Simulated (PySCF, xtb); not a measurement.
LiCl, SMILES [Cl][Li].

xtb with GFN2-xTB at its own geometry gives an orbital gap of 3.96 eV and a dipole moment of 6.18 D.

Coordinates come from a PBE0-D3(BJ)/def2-TZVPD optimisation.

Task: What does PySCF with M06-2X/def2-TZVPD give? (The exact figures need the calculation; the answer reports its results.)

Result: gap 6.96 eV (levels -8.46 and -1.50 eV), dipole 7.07 D.
